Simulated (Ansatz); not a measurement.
Total energies of B₉N₁₀H₂₈⁺, a nanocrystal cut from zinc blende BN (hydrogen-capped) from Ansatz at PBE0-D4/def2-TZVP, gas phase (1 Eh = 27.2114 eV = 2625.5 kJ/mol). The reference geometry is relaxed at r2SCAN-D4/def2-SVP.

```xyz
47

N     0.7037   -2.1009   -1.6521
N    -1.7197   -1.9719   -2.2903
N    -0.1854   -0.0419   -2.7572
N     0.4521    0.0502   -0.2701
N    -1.9636    0.1797   -0.9093
N     2.8714    2.1039    1.6096
N     0.3799    2.2459    1.0540
N    -1.0759   -1.8761    0.1941
N    -1.2512    0.2812    1.5305
N     1.2679    0.1895    2.1577
B    -0.2750   -1.6099   -2.7781
B     0.3814   -1.5216   -0.1845
B     2.7863    0.5344    1.7974
B    -2.1305   -1.3675   -0.8337
B    -0.5482    0.6312   -1.3400
B     0.1793    0.6924    1.1457
B    -2.3287    0.8579    0.5098
B     1.8296    2.7500    0.6082
B    -1.3976   -1.2985    1.6673
H     0.7073   -3.1249   -1.6043
H     1.6756   -1.8839   -1.8971
H    -1.8488   -2.9887   -2.2723
H    -2.4173   -1.6719   -2.9790
H     0.7449    0.2716   -3.0541
H    -0.7974    0.3599   -3.4746
H     1.4125    0.3462   -0.4914
H    -2.6737    0.5804   -1.5275
H     3.8028    2.3047    1.2345
H     2.8698    2.5881    2.5131
H    -0.3064    2.6080    0.3805
H     0.1015    2.6932    1.9338
H    -1.1774   -2.8848    0.3324
H    -1.5191    0.6562    2.4448
H     1.1790   -0.8318    2.2267
H     1.0453    0.5074    3.1070
H    -0.0077   -2.0786   -3.8664
H     1.2055   -1.9972    0.5729
H     3.0527    0.0080    0.7241
H     3.5097    0.1609    2.7008
H    -3.2622   -1.7257   -0.5907
H    -0.4491    1.8348   -1.4838
H    -2.2117    2.0746    0.3870
H    -3.4488    0.5361    0.8466
H     2.0577    2.3122   -0.5127
H     1.8672    3.9644    0.6593
H    -0.5589   -1.7530    2.4414
H    -2.5287   -1.5947    1.9902
```

```tsv
state	geometry	energy (Eh)
charge 1 singlet	reference	-787.89274
charge 2 doublet	reference	-787.44762
charge 0 doublet	reference	-787.98501
charge 0 doublet	relaxed at r2SCAN-D4/def2-SVP	-787.98360
```

Single mean-field runs in def2-TZVP are fitted with def2-universal-jkfit.

Task: Work out the vertical ionisation energy to the doublet.

Result: E(charge 2 doublet) − E(charge 1 singlet) = -787.44762 − (-787.89274) = 0.44512 Eh = 12.11 eV. For comparison, −ε of the highest occupied level is 10.44 eV at this level, 1.67 eV less.

Task: Work out the vertical electron affinity, to the doublet.

Result: E(charge 1 singlet) − E(charge 0 doublet) = -787.89274 − (-787.98501) = 0.09227 Eh = 2.51 eV.

Task: Give the fundamental gap IE − EA, the Mulliken electronegativity (IE + EA)/2 and the hardness (IE − EA)/2.

Result: From the values in Eh: IE − EA = 0.44512 − 0.09227 = 0.35285 Eh = 9.60 eV; (IE + EA)/2 = 7.31 eV; (IE − EA)/2 = 4.80 eV. The HOMO–LUMO gap of the same run is 6.84 eV, 2.76 eV smaller than the fundamental gap.

Task: How much does the charge 0 doublet relax, and what is the adiabatic electron affinity?

Result: Relaxation: -787.98501 − (-787.98360) = -0.00141 Eh = -0.04 eV. Adiabatic electron affinity: 0.09086 Eh = 2.47 eV, without zero-point energy.
